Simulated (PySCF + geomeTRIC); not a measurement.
The multiplicity is imposed and other spin states were not computed.

The numbers are results of BP86-D3(BJ)/def2-SVP (PySCF + geomeTRIC), not measurements. fastk is a local helper that only speeds up exchange builds. No frequencies were computed at this level.

```python
import json, numpy as np
from pyscf import gto, dft
from fastk import lowrank_exchange
atoms = """
Zn     0.156429    -0.100297    -0.582306
O     -1.493263     0.065212    -0.011972
C     -2.750481    -0.455054    -0.327186
H     -3.062068    -0.196769    -1.344206
H     -3.451693     0.004106     0.378624
H     -2.792997    -1.541475    -0.201876
Cl     1.766437     0.935557     0.239022
"""
def scf(charge, spin, dm0=None):
    mol = gto.M(atom=atoms, basis='def2-svp', ecp={}, charge=charge, spin=spin, verbose=3, max_memory=5040)
    mf = dft.KS(mol, xc='bp86').density_fit(auxbasis="def2-universal-jkfit")
    mf.disp = 'd3bj'
    mf.grids.level = 3
    mf.conv_tol = 1e-8
    mf.max_cycle = 120
    mf.level_shift = 0.25
    mf.kernel(dm0)
    if not mf.converged:
        mf = mf.newton().run(mf.mo_coeff, mf.mo_occ).undo_soscf()
    return mf
mf = scf(0, 0)
from pyscf.geomopt.geometric_solver import kernel as optimize
path = []
done, mol = optimize(mf, maxsteps=120, assert_convergence=False, callback=lambda env: path.append((env["energy"], bool(env["g_scanner"].converged))))
res = dict(converged=bool(done and path[-1][1]), energy=path[-1][0], path=[e for e, c in path], xyz=mol.atom_coords(unit="Angstrom").tolist(), nao=mol.nao)
json.dump(res, open("result.json", "w"))
```

Output:

```
converged SCF energy = -2354.57057257252
Geometry optimization cycle 1
converged SCF energy = -2354.57057259415
cycle 1: E = -2354.57057259  dE = -2354.57  norm(grad) = 0.0382303
Geometry optimization cycle 2
converged SCF energy = -2354.57952221006
cycle 2: E = -2354.57952221  dE = -0.00894962  norm(grad) = 0.0222342
Geometry optimization cycle 3
converged SCF energy = -2354.58712933399
cycle 3: E = -2354.58712933  dE = -0.00760712  norm(grad) = 0.0155518
Geometry optimization cycle 4
converged SCF energy = -2354.59189841034
cycle 4: E = -2354.59189841  dE = -0.00476908  norm(grad) = 0.0139773
Geometry optimization cycle 5
converged SCF energy = -2354.59249573917
cycle 5: E = -2354.59249574  dE = -0.000597329  norm(grad) = 0.00892823
Geometry optimization cycle 6
converged SCF energy = -2354.5926406183
cycle 6: E = -2354.59264062  dE = -0.000144879  norm(grad) = 0.00379774
Geometry optimization cycle 7
converged SCF energy = -2354.59267749786
cycle 7: E = -2354.5926775  dE = -3.68796e-05  norm(grad) = 0.00170642
Geometry optimization cycle 8
converged SCF energy = -2354.59268839268
cycle 8: E = -2354.59268839  dE = -1.08948e-05  norm(grad) = 0.0011057
Geometry optimization cycle 9
converged SCF energy = -2354.59269195915
cycle 9: E = -2354.59269196  dE = -3.56647e-06  norm(grad) = 0.000524417
Geometry optimization cycle 10
converged SCF energy = -2354.59269286597
cycle 10: E = -2354.59269287  dE = -9.06827e-07  norm(grad) = 0.00014267
Geometry optimization cycle 11
converged SCF energy = -2354.59269297277
cycle 11: E = -2354.59269297  dE = -1.06795e-07  norm(grad) = 0.000100152
<class 'geometric.internal.Distance'> : 6
<class 'geometric.internal.Angle'> : 8
<class 'geometric.internal.Dihedral'> : 4
<class 'geometric.internal.TranslationX'> : 1
<class 'geometric.internal.TranslationY'> : 1
<class 'geometric.internal.TranslationZ'> : 1
<class 'geometric.internal.RotationA'> : 1
<class 'geometric.internal.RotationB'> : 1
<class 'geometric.internal.RotationC'> : 1
Step    0 : Gradient = 1.445e-02/2.011e-02 (rms/max) Energy = -2354.5705725941
Step    1 : Displace = 1.003e-01/1.887e-01 (rms/max) Trust = 1.000e-01 (=) Grad = 8.404e-03/1.425e-02 (rms/max) E (change) = -2354.5795222101 (-8.950e-03) Quality = 1.339
Step    2 : Displace = 1.430e-01/2.337e-01 (rms/max) Trust = 1.414e-01 (+) Grad = 5.878e-03/1.172e-02 (rms/max) E (change) = -2354.5871293340 (-7.607e-03) Quality = 1.158
Step    3 : Displace = 1.997e-01/3.034e-01 (rms/max) Trust = 2.000e-01 (+) Grad = 5.283e-03/8.714e-03 (rms/max) E (change) = -2354.5918984103 (-4.769e-03) Quality = 1.202
Step    4 : Displace = 7.015e-02/1.132e-01 (rms/max) Trust = 2.828e-01 (+) Grad = 3.375e-03/5.867e-03 (rms/max) E (change) = -2354.5924957392 (-5.973e-04) Quality = 1.290
Step    5 : Displace = 2.737e-02/4.551e-02 (rms/max) Trust = 3.000e-01 (+) Grad = 1.435e-03/2.529e-03 (rms/max) E (change) = -2354.5926406183 (-1.449e-04) Quality = 1.284
Step    6 : Displace = 7.715e-03/1.062e-02 (rms/max) Trust = 3.000e-01 (=) Grad = 6.450e-04/1.280e-03 (rms/max) E (change) = -2354.5926774979 (-3.688e-05) Quality = 1.295
Step    7 : Displace = 3.481e-03/5.673e-03 (rms/max) Trust = 3.000e-01 (=) Grad = 4.179e-04/6.152e-04 (rms/max) E (change) = -2354.5926883927 (-1.089e-05) Quality = 1.320
Step    8 : Displace = 2.331e-03/4.008e-03 (rms/max) Trust = 3.000e-01 (=) Grad = 1.982e-04/3.074e-04 (rms/max) E (change) = -2354.5926919591 (-3.566e-06) Quality = 1.352
Step    9 : Displace = 1.717e-03/2.428e-03 (rms/max) Trust = 3.000e-01 (=) Grad = 5.392e-05/1.028e-04 (rms/max) E (change) = -2354.5926928660 (-9.068e-07) Quality = 1.382
Step   10 : Displace = 7.176e-04/1.084e-03 (rms/max) Trust = 3.000e-01 (=) Grad = 3.785e-05/6.358e-05 (rms/max) E (change) = -2354.5926929728 (-1.068e-07) Quality = 0.735
Converged! =D
```

Cost: around 2.3 core-minutes (rough).
